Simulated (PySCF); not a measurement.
**How methods differ on the ionisation energy of F⁺**

F⁺ [He] 2s2 2p4 (3P) → F²⁺ [He] 2s2 2p3 (4S), as a difference of total energies. All numbers are calculated (PySCF 2.14, the non-relativistic Hamiltonian (point nucleus), in aug-cc-pVTZ with one added diffuse shell each of s, p, d, f type (6s5p4d3f, 62 functions)). Correlated levels: valence: 1s2 frozen. The calculations carry no spin-orbit coupling.

Task: Order these methods by the ionisation energy they give, lowest first.
A. MP2 (valence)
B. SCS-MP2 (valence)
C. CCSD(T) (valence)
D. UHF

Result: D (33.392 eV), A (34.621 eV), C (34.685 eV), B (34.725 eV).

A first-order spin-orbit estimate (lowest level to lowest level, LS coupling) adds 0.020 eV.

Errors of the correlated levels include the incompleteness of this basis and the frozen core.

For comparison: 34.971 eV (measured; NIST Atomic Spectra Database, ionization energies).
